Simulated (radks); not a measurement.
The numbers below are computed, except where a source is named.
Ionisation of the arsenic ion As2+, [Ar] 3d10 4s2 4p1, to [Ar] 3d10 4s2 as the strength of local exchange is varied. Code: a radial shooting solver on a logarithmic mesh with Libxc functionals. Model: scalar-relativistic Kohn-Sham, Slater X-alpha exchange (alpha = 2/3 is LDA exchange), no correlation, spin-polarised, spherical densities, point nucleus; open shells are filled with parallel spins first.

alpha  E(As2+) (hartree)  exchange (hartree)  IE (eV)  -e of the level emptied (eV)  <r> of it (bohr)
0.56         -2241.58448           -64.36056   25.795                   21.000 (4p)             2.205
0.609        -2247.22843           -70.16351   26.394                   21.598 (4p)             2.181
0.667        -2253.92686           -77.06778   27.112                   22.316 (4p)             2.154
0.673        -2254.62090           -77.78421   27.187                   22.390 (4p)             2.151
0.874        -2277.99076          -102.02183   29.753                   24.970 (4p)             2.063
1.02         -2295.11104          -119.91557   31.689                   26.927 (4p)             2.005
1.035        -2296.87688          -121.76768   31.891                   27.133 (4p)             2.000

NIST Atomic Spectra Database: 28.35 eV (measured). The Delta-SCF value meets it near alpha = 0.76. Open shells are spherical and high-spin; term and fine-structure splittings are not resolved.
